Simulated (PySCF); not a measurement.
AlBH₄O₄, SMILES O[B](O)[Al]([OH])[OH].

The structure is a stationary point at ωB97X-D3(BJ)/def2-SVP. The structure was generated by enumeration; whether it is a known compound was not checked. The values are those of a single conformer.

Two levels are set side by side: TDA-PBE/def2-SVPD (PySCF) and TDA-LC-ωPBE/def2-SVPD (PySCF). Vertical, same geometry. The lowest singlet is HOMO−1→LUMO 99 % with PBE and HOMO→LUMO+3 72 %, HOMO→LUMO+6 12 % with the other functional; states are paired by order. Differences are taken from unrounded values.

```tsv
quantity	TDA-LC-ωPBE	TDA-PBE	TDA-PBE minus TDA-LC-ωPBE
lowest singlet excitation (eV)	7.22	6.04	-1.18
lowest triplet excitation (TDA) (eV)	5.30	5.18	-0.11
first bright state (f over 0.05) (eV)	7.22	6.05	-1.17
its oscillator strength	0.10	0.28	0.18
```

A lower first singlet is the usual sign of a functional without exact exchange. Differences between two approximate levels are no errors against the true value.

Rough cost on one machine, each run with all the roots and properties that it gave: TDA-LC-ωPBE against TDA-PBE about 4 times.
